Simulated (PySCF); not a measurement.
One formula, C6H13GeN, several structures.

PySCF, B3LYP/def2-SVPD, density fitting, gas phase; each molecule at its own PBE0-D3(BJ)/def2-SVP geometry, one conformer. Singlet excitations by full TDDFT with frozen cores, triplets by Tamm–Dancoff TDDFT and ionisation energies by ΔSCF, from the lowest of the holes tried. 

Torsions of the conformers computed, which needn't be the lowest (atom-mapped SMILES):
- `[CH3:1][C:2]([CH3:3])([CH3:4])[C:5]#[C:6][GeH2:7][NH2:8]`: H–N8–Ge7–C6 -177°, H–N8–Ge7–C6 -53°
- `[NH2:1][GeH2:2][C@@H:3]1[CH2:4][C@@H:5]1[CH:6]1[CH2:7][CH2:8]1`: N1–Ge2–C3–C4 11°, C4–C5–C6–C7 -175°, H–N1–Ge2–C3 165°, H–N1–Ge2–C3 -71°
- `[NH2:1][GeH2:2][C@@H:3]1[CH2:4][C@H:5]1[CH:6]1[CH2:7][CH2:8]1`: N1–Ge2–C3–C4 157°, C4–C5–C6–C7 -111°, H–N1–Ge2–C3 -57°, H–N1–Ge2–C3 177°

The conformers of `CC[C@@H]1C=C[CH2][Ge@@H]1[NH2]` and `C[NH][Ge@@H]1[CH2]C=C(C)[CH2]1` aren't listed.

Reference: `CC[C@@H]1C=C[CH2][Ge@@H]1[NH2]`, with HOMO energy -6.76 eV, LUMO energy 0.07 eV, lowest singlet excitation 5.94 eV, lowest triplet excitation 4.33 eV, mean polarisability 108.4 au and vertical ionisation energy 8.70 eV.

Changes against it:

```
                      molecule  Δ electronic energy (kcal/mol)  Δ HOMO energy (eV)  Δ LUMO energy (eV)  Δ lowest singlet excitation (eV)  Δ lowest triplet excitation (eV)  Δ mean polarisability (au)  Δ vertical ionisation energy (eV)
C[NH][Ge@@H]1[CH2]C=C(C)[CH2]1                            +3.4               +0.65               +0.20                             -0.48                             -0.08                        +1.7                              -0.60
[NH2][GeH2][C@@H]1C[C@H]1C1CC1                           +31.1               -0.15                0.00                             -0.01                             +1.25                        -0.3                              +0.01
```

Rows whose labels were lost:

```tsv
row	Δ electronic energy (kcal/mol)	Δ HOMO energy (eV)	Δ LUMO energy (eV)	Δ lowest singlet excitation (eV)	Δ lowest triplet excitation (eV)	Δ mean polarisability (au)	Δ vertical ionisation energy (eV)
P	+24.2	-0.28	-0.32	-0.22	+0.68	+6.5	+0.65
Q	+31.8	-0.11	-0.02	0.00	+1.29	-1.3	-0.02
```

Which row belongs to which of `CC(C)(C)C#[C][GeH2][NH2]` and `[NH2][GeH2][C@@H]1C[C@@H]1C1CC1`?

P = `CC(C)(C)C#[C][GeH2][NH2]` and Q = `[NH2][GeH2][C@@H]1C[C@@H]1C1CC1`. P and Q are told apart most clearly by the mean polarisability (+6.5 against -1.3 au); Q comes close to the labelled row of `[NH2][GeH2][C@@H]1C[C@H]1C1CC1` in every column.

Which row has the smallest HOMO–LUMO gap and which the largest, and does the HOMO or the LUMO shift more there?

Smallest, counted from the reference: `C[NH][Ge@@H]1[CH2]C=C(C)[CH2]1`, -0.45 eV (HOMO +0.65, LUMO +0.20), the larger shift being that of the HOMO. Largest: `[NH2][GeH2][C@@H]1C[C@H]1C1CC1`, +0.15 eV (HOMO -0.15, LUMO 0.00), the larger shift being that of the HOMO.
